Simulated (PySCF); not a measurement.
**Spinor energies of La(54+) (lanthanum, charge +54)**

Start: [He] 2s1; 2s1/2 filled at m_j = +1/2. Calculated with PySCF 2.14 in an even-tempered Gaussian basis (17 s from 34 bohr⁻², ratio 2.4; 12 p from 45 bohr⁻², ratio 2.4; 5 d from 140 bohr⁻², ratio 2.6; 4 f from 210 bohr⁻², ratio 2.6): generalised Hartree-Fock with the X2C-1e Hamiltonian and a Gaussian nucleus; one run each with spin-orbit coupling (SO) switched off, then screened by Boettger's factors.

| spinor shell | electrons | ε, spin-free (eV) | ε, screened SO (eV) | weight of nominal j (screened SO) | rms radius, screened SO (bohr) |
| --- | --- | --- | --- | --- | --- |
| 1s1/2 | 2 | -44902.1 | -44902.1 | 1.000 | 0.0284 |
| 2s1/2 | 1 | -11043.8 | -11043.8 | 1.000 | 0.109 |

| quantity | spin-free | screened SO |
| --- | --- | --- |
| E (hartree) | -3769.39451 | -3769.39451 |
| M_J | 1/2 | 1/2 |
| ⟨J²⟩ | 0.750 | 0.750 |
| ⟨L²⟩ | 0.000 | 0.000 |
| ⟨S²⟩ | 0.750 | 0.750 |

Each row is a mean over spinors that exchange with the open shell spreads, by up to 42.862 eV (1s1/2).

Breit and QED terms are absent; they matter most for the inner s and p1/2 levels.

Densities and radii are taken from the X2C orbitals without a picture-change correction, which distorts them close to the nucleus.

Without spin-orbit coupling the j labels of p, d and f shells carry no meaning; the spin-free column gives the mean over the occupied spinors of each nl shell.
